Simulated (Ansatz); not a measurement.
Reaction (SMILES): [Br][Ge][Br] -> [Br][Ge][Br] as doublet, charge -1 (an electron is taken up)
Structures are relaxed separately at B3LYP-D3(BJ)/def2-TZVP in Ansatz (a quantum-chemistry and plane-wave program). A spin state is the lowest found, not a proven ground state.
Geometry of the first species:
SMILES: [Br][Ge][Br]
```xyz
3

Ge    -0.0024    -0.0017     1.0279
Br     1.0252    -1.5196    -0.4700
Br    -1.0230     1.5212    -0.4697
```
Charge 0, spin multiplicity 1.

Wanted: adiabatic electron affinity (electronic energy difference), positive where the reaction releases energy, in eV. Valence correlation only, unless marked. Open shells are spin-unrestricted. Spin-orbit coupling is left out. The frozen core is the preceding noble-gas configuration, with the filled d and f shells of earlier blocks. No relativistic terms. FCI takes restricted orbitals. Anions need diffuse functions: aug- sets have them; def2-D sets add few; the other sets have none. CBS marks a two-point X^-3 extrapolation of the correlation energy; Hartree-Fock from the larger set. The bracket is a focal-point correction in the basis named.

```tsv
level	program	adiabatic electron affinity (eV)
PBE-D3(BJ)/def2-TZVPD	Ansatz + dftd3	1.57
revPBE-D4/def2-TZVPD	Ansatz + dftd4	1.57
PBE0/6-31G*	Ansatz	1.67
PBE0-D4/def2-TZVP	Ansatz + dftd4	1.60
r2SCAN0-D4/def2-TZVPD	Ansatz + dftd4	1.79
CAM-B3LYP/def2-TZVPD	Ansatz	___
LC-wPBE-D3(BJ)/def2-TZVPD	Ansatz + dftd3	___
B2GP-PLYP-D3(BJ)/def2-TZVPD	Ansatz + dftd3	1.60
B2GP-PLYP-D4/def2-TZVPD	Ansatz + dftd4	1.62
B2PLYP/def2-TZVPD	Ansatz	___
SCS-MP2/6-31G*	Ansatz	1.38
SCS-MP2/aug-cc-pVTZ	Ansatz	1.57
CCSD/aug-cc-pVDZ	Ansatz	___
CCSD/cc-pVDZ	Ansatz	1.29
CCSD/aug-cc-pVTZ	Ansatz	1.67
CCSD/cc-pVTZ	Ansatz	1.54
FCI/STO-3G	Ansatz	-3.44
RI-MP2/CBS(aug-cc-pVTZ,aug-cc-pVQZ)+[CCSD(T)-MP2]/aug-cc-pVTZ	Ansatz	1.70
```

Problem. Some entries are withheld; supply them.

Solution. 
- CAM-B3LYP/def2-TZVPD, adiabatic electron affinity (eV): 1.76
- LC-wPBE-D3(BJ)/def2-TZVPD, adiabatic electron affinity (eV): 1.82
- B2PLYP/def2-TZVPD, adiabatic electron affinity (eV): 1.61
- CCSD/aug-cc-pVDZ, adiabatic electron affinity (eV): 1.68
